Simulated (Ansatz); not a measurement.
Basis-set extrapolation for `OCBCF` (PBE0-D4/def2-TZVP geometry, frozen core, Ansatz 0.2.0). Multiplicity 1, RHF reference.

|  | def2-TZVPP | def2-QZVPP |
| --- | --- | --- |
| HF | -278.289134 | -278.301686 |
| MP2 correlation | -0.941986 | -1.014167 |
| CCSD(T) correlation | -1.010936 | not run |

Energies in hartree. Use E(X) = E(∞) + A·exp(−7.88·√X) for Hartree–Fock and E(X) = E(∞) + B·X^(−2.97) for correlation, with X = 3 and 4, and add CCSD(T) minus MP2 of the smaller set to the MP2 limit.

Q: What is the CCSD(T) energy at the basis-set limit?

A: HF limit: -278.301686 + (-0.012552) × 0.13774 = -278.30341. MP2 limit: -1.014167 + (-0.072181) × 0.74074 = -1.06763. Higher-order term: -1.010936 − (-0.941986) = -0.06895. Total: -279.43999 hartree, 87.8 kcal/mol below CCSD(T)/def2-TZVPP.
